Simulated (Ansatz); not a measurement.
The lowest singlet and triplet of CH2O (SMILES C=O); geometries from B3LYP-D3(BJ)/def2-TZVP, each state relaxed from the structure named, with no frequency check.
Singlet (charge 0, multiplicity 1):
```xyz
4

C     -0.517     0.098     0.000
O      0.661    -0.126    -0.001
H     -1.269    -0.714     0.001
H     -0.919     1.130     0.001
```
Triplet (charge 0, multiplicity 3):
```
atom    x (Å)    y (Å)    z (Å)
----  -------  -------  -------
C     -0.5797   0.1103   0.0005
O      0.7059  -0.1343  -0.0007
H     -1.2633  -0.7325   0.0007
H     -0.9061   1.1452   0.0013
```

A positive gap puts the triplet lower; no zero-point energy. R- takes a restricted singlet. U- takes an unrestricted singlet (broken symmetry where lower, unprojected). The triplet is unrestricted in single-reference levels. Active spaces average the two states.

Correlated levels freeze the cores.

Programs: Ansatz (Gaussian basis) for Hartree–Fock, density functionals and correlated methods. 

```tsv
level	gap E(singlet) − E(triplet), adiabatic (kJ/mol)
R-B3LYP/def2-TZVPP	-291.1
U-PBE0/def2-TZVPP	-283.0
U-wB97M-V/def2-TZVPP	-304.6
R-MP2/cc-pVDZ	-341.9
R-MP2/cc-pVQZ	[?]
U-SCS-MP2/cc-pVTZ	-348.4
R-CCSD(T)/cc-pVTZ	-314.7
R-CCSDT/cc-pVDZ	-310.2
FIC-MRCISD+Q on SA-CASSCF(4,3)/cc-pVQZ	[?]
```

### Question
Some entries are withheld; supply them.

### Answer

- R-MP2/cc-pVQZ, gap E(singlet) − E(triplet), adiabatic (kJ/mol): -355.6
- FIC-MRCISD+Q on SA-CASSCF(4,3)/cc-pVQZ, gap E(singlet) − E(triplet), adiabatic (kJ/mol): -321.1

Ansatz is a first-principles code.
